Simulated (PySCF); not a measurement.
## Electron correlation in Nb+ (niobium, charge +1)

Starting occupation: [Kr] 4d4, 4d5/2 with m_j = -1/2, +1/2, +3/2, +5/2. All numbers are calculated (PySCF 2.14, X2C-1e with screened-nucleus spin-orbit coupling, Gaussian nucleus, in x2c-TZVPall-2c with one added diffuse shell each of s, p, d type (9s10p8d1f, 86 functions)). Frozen: [Ar] 3d10; 12 electrons correlated; the 6 highest virtual spinors left out.

MP2 pair energies summed by pair of shells (mhartree):

```
 pair  energy  share (%)
4d-4p  -91.13       38.3
4p-4p  -79.86       33.6
4d-4d  -27.94       11.8
4p-4s  -24.05       10.1
4d-4s   -9.97        4.2
4s-4s   -4.76        2.0
```

Total MP2 correlation energy: -237.71 mhartree.

The GHF reference relaxed away from the jj start to a determinant that is no pure jj level (⟨S²⟩ = 6.00, ⟨J²⟩ = 20.04); the energies belong to that determinant.

This basis was not built for core-valence correlation, so the inner-shell part is incomplete.
